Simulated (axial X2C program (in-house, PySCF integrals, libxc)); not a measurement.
Excited states of SnP⁻ by EOM-EE-CCSD

Calculated with an in-house all-electron X2C program for linear molecules (integrals from PySCF): two-component X2C with atomic mean-field Coulomb and Gaunt terms, Gaussian nuclei, basis Sn dyall-acv3z, P dyall-av3z with contracted cores.

R = 2.263 Å (near the PBE0 minimum at charge -1 of the determinant lowest at the starting distance; the state shown can have its own minimum elsewhere).

Hartree–Fock spinors of SnP⁻ (one of each Kramers pair; a window near the gap, which can cut inner shells):

| ω | occupied | ε (eV) | character |
| --- | --- | --- | --- |
| 3/2 | yes | -29.74 | 100% Sn d |
| 1/2 | yes | -15.03 | 57% P s, 18% Sn s, 11% Sn p |
| 1/2 | yes | -8.22 | 42% Sn s, 29% P p, 13% P s |
| 1/2 | yes | -3.19 | 41% P p, 40% Sn p, 11% Sn s |
| 3/2 | yes | -2.58 | 61% P p, 28% Sn p, 6% Sn d |
| 1/2 | yes | -2.54 | 55% P p, 34% Sn p, 4% Sn d |
| 1/2 | no | 3.35 | 95% Sn p |
| 3/2 | no | 3.39 | 93% Sn p, 4% Sn d |
| 1/2 | no | 3.40 | 93% Sn p, 4% Sn d, 2% P p |
| 1/2 | no | 3.75 | 77% Sn s, 20% P p |
| 1/2 | no | 4.98 | 44% P p, 29% Sn p, 14% Sn d |
| 1/2 | no | 5.06 | 70% P p, 16% Sn s, 6% Sn d |

Vertical excitation energies from the closed-shell determinant state of SnP⁻:

```json
{"Ω": "1", "excitation (eV)": "1.722", "cm⁻¹": "13888", "hole of the leading pair": "61% P pπ, 28% Sn pπ", "particle of the leading pair": "42% Sn pπ, 26% P pπ, 13% Sn dπ", "weight of the pair (for Ω = 0 its time-reversed partner can hold as much again)": "0.59", "singles weight": "0.95"}
{"Ω": "0⁻", "excitation (eV)": "1.736", "cm⁻¹": "14004", "hole of the leading pair": "55% P pπ, 34% Sn pπ", "particle of the leading pair": "42% Sn pπ, 26% P pπ, 13% Sn dπ", "weight of the pair (for Ω = 0 its time-reversed partner can hold as much again)": "0.26", "singles weight": "0.95"}
{"Ω": "1", "excitation (eV)": "2.171", "cm⁻¹": "17507", "hole of the leading pair": "53% P pπ, 32% Sn pπ", "particle of the leading pair": "42% Sn pπ, 24% P pπ, 15% Sn dπ", "weight of the pair (for Ω = 0 its time-reversed partner can hold as much again)": "0.92", "singles weight": "0.94"}
{"Ω": "2", "excitation (eV)": "2.200", "cm⁻¹": "17746", "hole of the leading pair": "61% P pπ, 28% Sn pπ", "particle of the leading pair": "42% Sn pπ, 24% P pπ, 15% Sn dπ", "weight of the pair (for Ω = 0 its time-reversed partner can hold as much again)": "0.61", "singles weight": "0.94"}
{"Ω": "3", "excitation (eV)": "2.269", "cm⁻¹": "18304", "hole of the leading pair": "61% P pπ, 28% Sn pπ", "particle of the leading pair": "50% Sn pπ, 19% P pπ, 14% Sn dπ", "weight of the pair (for Ω = 0 its time-reversed partner can hold as much again)": "0.93", "singles weight": "0.93"}
{"Ω": "0⁺", "excitation (eV)": "2.303", "cm⁻¹": "18575", "hole of the leading pair": "40% P pσ, 37% Sn pσ, 11% Sn sσ", "particle of the leading pair": "42% Sn pπ, 23% P pπ, 19% Sn dπ", "weight of the pair (for Ω = 0 its time-reversed partner can hold as much again)": "0.46", "singles weight": "0.93"}
{"Ω": "0⁻", "excitation (eV)": "2.308", "cm⁻¹": "18618", "hole of the leading pair": "41% P pσ, 38% Sn pσ, 11% Sn sσ", "particle of the leading pair": "42% Sn pπ, 23% P pπ, 19% Sn dπ", "weight of the pair (for Ω = 0 its time-reversed partner can hold as much again)": "0.45", "singles weight": "0.94"}
```

This point took 27 s on 1 thread of Arm Neoverse V2 (shared host).

Reference electrons by ω block (each with its −ω partner): 1/2: 22, 3/2: 9, 5/2: 2. 10 electrons of SnP⁻ correlated (inner shells frozen), 88 natural virtual spinors (a truncated set); levels can be off by some tenths of an eV. Roots sought by Ω: (0: 5, 1: 4, 2: 3, 3: 1); rows need 60 % singles weight and stop where some Ω has no more roots. Missing are any skipped roots, higher Ω and states of a further excitation; these come out far too high here and may in truth be low or lowest. T1 of the reference 0.024 (Lee–Taylor). The highest Hartree–Fock level of the anion lies at -2.54 eV; relaxation, partly offset by correlation, puts the detachment threshold some tenths of an eV to over one eV lower in magnitude, and states above it are held by the basis set and are not bound. Number of frozen shells: Sn 4 s, 3 p, 2 d; P 2 s, 1 p.
